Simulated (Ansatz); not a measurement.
`C=CCS(C)(=O)=O` + H₂ → `CS(C)(=O)=O` + `C=C` at 400 K and 1 bar (hydrogenolysis of a C–C bond).

Isolated molecules relaxed with PBE0-D4/def2-TZVP in Ansatz; ΔE leaves out vibrations. CBS: MP2 limit from def2 TZ/QZ plus the TZ coupled-cluster correction, frozen cores. This one scheme is used for every species. Each species was taken in one conformer, which may not be the lowest.

```csv
species,CCSD(T)/CBS energy (Eh),H − E (kJ/mol),S (J/(mol·K))
`C=CCS(C)(=O)=O`,-705.11236,352.1,412.9
H₂,-1.17544,38.0,139.0
`CS(C)(=O)=O`,-627.82363,254.1,345.2
`C=C`,-78.48111,149.4,232.7
```

H − E and S are ideal-gas, rigid-rotor, harmonic terms from PBE0-D4/def2-TZVP, for one conformer and one mirror image of each species. The MP2-based limit puts H₂ 0.8 mEh under its directly extrapolated value; such offsets cancel only in part. 1 Eh = 2625.50 kJ/mol, R = 8.31446 J/(mol·K).

Task: By hand: ΔE, ΔH, ΔS and ΔG.

Result: ΔE = (-627.82363) + (-78.48111) − (-705.11236) − (-1.17544) = -0.01694 Eh = -44.5 kJ/mol. Δ(H − E) = 254.1 + 149.4 − 352.1 − 38.0 = 13.4, so ΔH = -31.1 kJ/mol. ΔS = 345.2 + 232.7 − 412.9 − 139.0 = 26.0 J/(mol·K). ΔG = -31.1 − 400 × (26.0)/1000 = -41.5 kJ/mol.

Task: By hand: the equilibrium constant, and the temperature at which ΔG would vanish if ΔH and ΔS stayed fixed.

Result: log₁₀ K = −ΔG/(RT ln 10) = 5.4. ΔH and −TΔS have one sign here, so there is no such temperature.

TΔS isn't small against ΔH here. A doubt of 5 kJ/mol in ΔE shifts log₁₀ K by 0.7 here. Other conformers and mirror images would add mixing entropy, several J/(mol·K) or more a flexible species. These are equilibria of isolated gas molecules and say nothing of rates. Largest T1 diagnostic: 0.015 (customary marks: 0.02 for closed shells, 0.045 for open ones).
